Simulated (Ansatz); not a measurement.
Reaction (redistribution): `CCBBO` + `CSBS` → `CCBSC` + `OBBS`

Computed with Ansatz on PBE0-D4/def2-TZVP structures; ΔE is electronic, products minus reactants. CBS: MP2 limit from def2 TZ/QZ plus the TZ coupled-cluster correction, frozen cores. Functionals use def2-TZVPP. Each species was taken in one conformer, which may not be the lowest.

Question: Is it downhill or uphill in electronic energy at CCSD(T)/CBS, and by how much? (Best estimate.)

Answer: The calculation gave: Downhill: ΔE = -31.2 kJ/mol.

Question: What do these levels give: r2SCAN-D4, PBE0-D4, ωB97X-V, PBE, r2SCAN, PBE0, CCSD(T)/def2-TZVPP, HF/def2-QZVPP, MP2/def2-QZVPP, SCS-MP2/def2-QZVPP, MP2/CBS(def2), CCSD/CBS(def2)? (Estimate.)

Answer: Ansatz gave: r2SCAN-D4 -27.9, PBE0-D4 -28.9, ωB97X-V -28.9, PBE -28.2, r2SCAN -27.7, PBE0 -28.3, CCSD(T)/def2-TZVPP -32.5, HF/def2-QZVPP -27.0, MP2/def2-QZVPP -30.3, SCS-MP2/def2-QZVPP -29.4, MP2/CBS(def2) -29.8, CCSD/CBS(def2) -30.2 kJ/mol.

Largest T1 diagnostic among the species: 0.016.

In def2-TZVPP, CCSD(T) changes the Hartree–Fock value by −5.4 kJ/mol (the triples alone add −1.0 kJ/mol) and MP2 by −3.9 kJ/mol.
